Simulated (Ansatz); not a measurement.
N2O, singlet, at a GFN2-xTB geometry. Base run: HF/pcseg-1 (Ansatz, a program for electronic structure).

Input for Ansatz:
Ansatz 0.2 input:
```yaml
crystal:
  periodic: [false, false, false]
  atoms:
    - {symbol: N, position_ang: [-0.00000000, -0.00000000, -1.17224503]}
    - {symbol: N, position_ang: [-0.00000000, -0.00000000, -0.06654726]}
    - {symbol: O, position_ang: [0.00000000, 0.00000000, 1.08394325]}
basis:
  gaussian:
    orbitals: pcseg-1.json
hamiltonian:
  xc: hf
```
The basis file holds pcseg-1 in the JSON format of the Basis Set Exchange.

Variants of this job, named by their change:

| change | E (Eh) |
|---|---|
| base | -183.62707 |
| functional = BHLYP | -184.51089 |
| functional = cam_b3lyp | -184.55655 |
| functional = SVWN5 | -183.24926 |
| functional = wB97M-V | -184.57238 |
| functional = hse06 | -184.41915 |
| functional = r2scan | -184.53490 |
| functional = blyp | -184.61973 |
| functional = b3lyp; dispersion = d4 | -184.62854 |
| functional = wB97X | -184.57459 |
| functional = blyp; dispersion = d4 | -184.62210 |
| functional = B97M-V | -184.57624 |
| functional = b3lyp; dispersion = d3bj | -184.62872 |

Absolute energies of different levels of theory aren't comparable as measures of quality.
